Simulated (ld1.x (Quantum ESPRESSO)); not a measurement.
What the settings do to the TM potential of Ba (Z = 56)

Base potential:

- Element: Ba (Z = 56)
- Generator: ld1.x (Quantum ESPRESSO) 7.5
- Type: norm-conserving Troullier–Martins (Kleinman–Bylander form)
- Functional: Wu–Cohen
- Relativity: scalar-relativistic
- Frozen core: [Kr] 4d10
- Valence charge: 10
- Reference configuration: 5s2 5p6 5d0 6s1.5 6p0 (charge +0.5)
- Partial waves: 5s (bound): rc 2.60 bohr; 5d (bound, empty): rc 2.35 bohr; 5p (bound): rc 2.30 bohr
- Local potential: the p channel
- Core correction: none

Occupied shells without a wave of their own: 6s. They enter only through the test configuration that unscreens the potential.

Cutoffs, loose and tight: the cutoffs (Ry, on a coarse ladder) from which the occupation-weighted sum of valence levels, in a spherical-Bessel basis at the reference potential, stays within 10 and 1 mRy of its value at 400 Ry. They do not see the model core or the augmentation charge, which bear on the density cutoff. Test errors are all-electron minus pseudo excitation energies from the reference, over the configurations 5s2 5p6 5d0 6s2 6p0; 5s2 5p6 5d0 6s1 6p0; 5s2 5p6 5d0 6s0 6p0; 5s1 5p6 5d0 6s2 6p0; 5s2 5p6 5d1 6s0 6p0; 5s2 5p6 5d1 6s1 6p0; 5s2 5p6 5d0.5 6s1.5 6p0. A dash means not determined; rows that change the core or the reference have their own tests.

```csv
change,outcome,"cutoff, loose","cutoff, tight",bound ghosts,largest test error (meV)
base,"generated, misses its reference levels by 1.09 eV",25 Ry,40 Ry,none,-2712
"all radii scaled by about 0.76 (s 1.96, p 1.74, d 1.78 bohr)",generated,40 Ry,70 Ry,none,-303
"all radii scaled by about 0.93 (s 2.42, p 2.14, d 2.20 bohr)","generated, misses its reference levels by 0.37 eV",30 Ry,45 Ry,none,-918
"all radii scaled by about 1.04 (s 2.70, p 2.38, d 2.44 bohr)","generated, misses its reference levels by 1.06 eV",21 Ry,35 Ry,none,+2419
"all radii scaled by about 1.13 (s 2.94, p 2.60, d 2.66 bohr)","generated, misses its reference levels by 0.16 eV",18 Ry,25 Ry,none,-435
"all radii scaled by about 1.18 (s 3.06, p 2.72, d 2.78 bohr)","generated, misses its reference levels by 0.40 eV",15 Ry,21 Ry,none,-1029
"all radii scaled by about 1.39 (s 3.62, p 3.20, d 3.28 bohr)","generated, misses its reference levels by 0.90 eV",10 Ry,15 Ry,none,-2269
```

(1) What comes out with this change to the base: all radii scaled by about 1.30 (s 3.38, p 3.00, d 3.06 bohr)?

(2) What comes out with this change to the base: all radii scaled by about 0.86 (s 2.24, p 1.98, d 2.04 bohr)?

Results:

(1) outcome: generated, misses its reference levels by 0.76 eV; cutoff, loose: 10 Ry; cutoff, tight: 18 Ry; bound ghosts: none; largest test error (meV): -1937.

(2) outcome: generated, misses its reference levels by 0.20 eV; cutoff, loose: 35 Ry; cutoff, tight: 50 Ry; bound ghosts: none; largest test error (meV): -497.

Reading the sweep of the scale of all radii (base = 1) (base included, trends over the rows without a ghost): The loose cutoff falls from 40 Ry at 0.76 to 10 Ry at 1.39. A larger radius leaves more room for a smooth pseudo-wave, so fewer plane waves are needed; a smaller one forces it to follow the all-electron wave where it bends sharply. The median size of the test errors (rows with all tests solved) is not monotonic: lowest 71.1 meV at 0.76, highest 639.9 meV at 1.
